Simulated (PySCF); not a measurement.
## Computed properties of CH4NO, SMILES C(=[OH+])N, charge +1

CH4NO, SMILES NC=[OH+], charge +1. The structure is a stationary point at B3LYP-D3(BJ)/def2-TZVP. The isomer is the one that the SMILES or the coordinates give; other isomers of the formula were not compared. One conformer was computed; it need not be the lowest. All values are computed for the isolated molecule unless a solvent is named; none is compared with measurement here.

**Structure.** The optimised structure has Cs symmetry. All 15 harmonic modes at B3LYP-D3(BJ)/def2-TZVP (PySCF) are real, so it is a minimum. With heavy atoms numbered as in [NH2:1][CH:2]=[OH+:3], the shortest bond between them is C2–O3 at 1.283 Å and the longest N1–C2 at 1.295 Å.

**Vibrations.** The strongest infrared lines (harmonic, unscaled, degenerate partners summed) lie at 1743 cm⁻¹ (375 km/mol, C 42 %, H 29 %, N 25 %), 739 cm⁻¹ (207 km/mol, H 57 %, C 20 %, N 16 %), 3501 cm⁻¹ (181 km/mol, H 96 %). The softest mode is at 564 cm⁻¹ and the zero-point energy is 37.3 kcal/mol.

**Electronic structure.** PBE0/def2-TZVPD (PySCF) places the frontier levels at -16.08 and -7.19 eV, a gap of 8.89 eV and a mean polarisability of 22.3 bohr³. PBE/def2-TZVPD (PySCF) at the same geometry gives -14.61 and -8.34 eV, so its gap is 2.62 eV narrower. An orbital gap is neither the optical nor the fundamental gap.

**Excitations.** TDDFT-CAM-B3LYP/def2-SVPD (PySCF) has S1 at 8.29 eV (149 nm, f = 0.282, bright); the most intense of the 10 singlets computed lies at 8.29 eV (f = 0.28). T1 (TDA) is at 5.68 eV. TDDFT-PBE/def2-SVPD (PySCF) puts S1 at 8.04 eV. No vertical singlet excitation falls in the visible range (under 3.1 eV).

**NMR.** GIAO shifts at KT2/pcSseg-2 (PySCF) (non-relativistic, atoms alike by connectivity averaged): ¹³C at 167.6 ppm against TMS; ¹H from 7.2 to 8.1 ppm against TMS.

**Solvation.** SMD-ωB97X/def2-SVP (PySCF) gives -75.1 kcal/mol in water, -72.4 kcal/mol in acetonitrile, -68.3 kcal/mol in cyclohexanone (1 M in both phases, gas-phase geometry); of these solvents water holds the molecule best.
